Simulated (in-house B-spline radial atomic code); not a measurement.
Response and correlation along the 2-electron series, closed shell 1s2; the second-order energy is extrapolated in partial waves. Computed with an all-electron radial atomic-structure program (B-spline basis): relativistic RPA and second-order many-body perturbation theory on Dirac-Hartree-Fock.

```json
{"ion": "Si12+", "Z": "14", "dipole polarisability (bohr³)": "0.0002575", "quadrupole polarisability (bohr⁵)": "4.782e-06", "ratio of RPA to uncoupled dipole": "1.0387", "second order correlation energy (Eh)": "-0.044834", "C6 of two such ions (Eh bohr⁶)": "3.9414e-06"}
{"ion": "P13+", "Z": "15", "dipole polarisability (bohr³)": "0.0001937", "quadrupole polarisability (bohr⁵)": "3.112e-06", "ratio of RPA to uncoupled dipole": "1.036", "second order correlation energy (Eh)": "-0.044921", "C6 of two such ions (Eh bohr⁶)": "2.5723e-06"}
{"ion": "S14+", "Z": "16", "dipole polarisability (bohr³)": "0.00014845", "quadrupole polarisability (bohr⁵)": "2.0833e-06", "ratio of RPA to uncoupled dipole": "1.0338", "second order correlation energy (Eh)": "-0.045006", "C6 of two such ions (Eh bohr⁶)": "1.7254e-06"}
{"ion": "Cl15+", "Z": "17", "dipole polarisability (bohr³)": "0.00011564", "quadrupole polarisability (bohr⁵)": "1.4296e-06", "ratio of RPA to uncoupled dipole": "1.0318", "second order correlation energy (Eh)": "-0.045084", "C6 of two such ions (Eh bohr⁶)": "1.1863e-06"}
{"ion": "Ar16+", "Z": "18", "dipole polarisability (bohr³)": "9.1384e-05", "quadrupole polarisability (bohr⁵)": "1.0026e-06", "ratio of RPA to uncoupled dipole": "1.03", "second order correlation energy (Eh)": "-0.045129", "C6 of two such ions (Eh bohr⁶)": "8.3316e-07"}
{"ion": "K17+", "Z": "19", "dipole polarisability (bohr³)": "7.3144e-05", "quadrupole polarisability (bohr⁵)": "7.1688e-07", "ratio of RPA to uncoupled dipole": "1.0284", "second order correlation energy (Eh)": "-0.045198", "C6 of two such ions (Eh bohr⁶)": "5.964e-07"}
{"ion": "Ca18+", "Z": "20", "dipole polarisability (bohr³)": "5.9217e-05", "quadrupole polarisability (bohr⁵)": "5.2154e-07", "ratio of RPA to uncoupled dipole": "1.027", "second order correlation energy (Eh)": "-0.045227", "C6 of two such ions (Eh bohr⁶)": "4.3424e-07"}
{"ion": "Sc19+", "Z": "21", "dipole polarisability (bohr³)": "4.8437e-05", "quadrupole polarisability (bohr⁵)": "3.8538e-07", "ratio of RPA to uncoupled dipole": "1.0257", "second order correlation energy (Eh)": "-0.045279", "C6 of two such ions (Eh bohr⁶)": "3.2121e-07"}
{"ion": "Ti20+", "Z": "22", "dipole polarisability (bohr³)": "3.9989e-05", "quadrupole polarisability (bohr⁵)": "2.8881e-07", "ratio of RPA to uncoupled dipole": "1.0245", "second order correlation energy (Eh)": "-0.045332", "C6 of two such ions (Eh bohr⁶)": "2.4083e-07"}
{"ion": "V21+", "Z": "23", "dipole polarisability (bohr³)": "3.3294e-05", "quadrupole polarisability (bohr⁵)": "2.1921e-07", "ratio of RPA to uncoupled dipole": "1.0234", "second order correlation energy (Eh)": "-0.045373", "C6 of two such ions (Eh bohr⁶)": "1.8286e-07"}
{"ion": "Cr22+", "Z": "24", "dipole polarisability (bohr³)": "2.7935e-05", "quadrupole polarisability (bohr⁵)": "1.6834e-07", "ratio of RPA to uncoupled dipole": "1.0225", "second order correlation energy (Eh)": "-0.045392", "C6 of two such ions (Eh bohr⁶)": "1.4045e-07"}
{"ion": "Mn23+", "Z": "25", "dipole polarisability (bohr³)": "2.3603e-05", "quadrupole polarisability (bohr⁵)": "1.3066e-07", "ratio of RPA to uncoupled dipole": "1.0216", "second order correlation energy (Eh)": "-0.045438", "C6 of two such ions (Eh bohr⁶)": "1.09e-07"}
{"ion": "Fe24+", "Z": "26", "dipole polarisability (bohr³)": "2.0073e-05", "quadrupole polarisability (bohr⁵)": "1.0241e-07", "ratio of RPA to uncoupled dipole": "1.0208", "second order correlation energy (Eh)": "-0.045469", "C6 of two such ions (Eh bohr⁶)": "8.5468e-08"}
{"ion": "Co25+", "Z": "27", "dipole polarisability (bohr³)": "1.7174e-05", "quadrupole polarisability (bohr⁵)": "8.0999e-08", "ratio of RPA to uncoupled dipole": "1.02", "second order correlation energy (Eh)": "-0.045518", "C6 of two such ions (Eh bohr⁶)": "6.7587e-08"}
{"ion": "Ni26+", "Z": "28", "dipole polarisability (bohr³)": "1.4774e-05", "quadrupole polarisability (bohr⁵)": "6.4601e-08", "ratio of RPA to uncoupled dipole": "1.0193", "second order correlation energy (Eh)": "-0.045546", "C6 of two such ions (Eh bohr⁶)": "5.3889e-08"}
```

**Question.** How fast does the dipole polarisability fall along the series?

**Answer.** From 0.0002575 to 1.477e-05 bohr³; a fit of its logarithm against log Z from Z = 14 to 28 has slope -4.12.
